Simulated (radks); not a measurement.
Results of a calculation; reference values are marked as such.
Problem. Ne+, configuration [He] 2s2 2p5. Level of theory: Dirac Kohn-Sham, LDA (Slater exchange, VWN5 correlation), spin-unpolarised, spherical densities, finite nucleus; open shells are shared between the two j in proportion to 2j + 1; Fermi nuclear charge, rms radius 3.0055 fm (a radial shooting solver on a logarithmic mesh with Libxc functionals). Some entries of the table are withheld. Estimate them.

| orbital | occ. | eigenvalue (eV) | <1/r> (bohr^-1) |
|---|---|---|---|
| 1s1/2 | 2 | -848.3368 | 9.585 |
| 2s1/2 | 2 | -55.3017 | 1.687 |
| 2p1/2 | 1.66667 | -32.5214 | (1) |
| 2p3/2 | 3.33333 | -32.4025 | (2) |

Solution. 
(1) 2p1/2 <1/r> (bohr^-1): 1.544
(2) 2p3/2 <1/r> (bohr^-1): 1.540
